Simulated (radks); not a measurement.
Species: the strontium ion Sr2+. Configuration: [Kr]. All-electron calculation, Dirac Kohn-Sham, PBE, spin-unpolarised, spherical densities, point nucleus. Program: a radial shooting solver on a logarithmic mesh with Libxc functionals.

X-ray form factor f0, the Fourier transform of the density (f0(0) = 36):

sin(theta)/lambda (1/angstrom)  f0 (electrons)
0.05                                    35.526
0.1                                     34.204
0.15                                    32.292
0.2                                     30.105
0.25                                    27.908
0.3                                     25.871
0.4                                     22.492
0.5                                     19.873
0.6                                     17.672
0.8                                     13.863
1                                       10.811
1.25                                     8.245
1.5                                      6.778
2                                        5.324
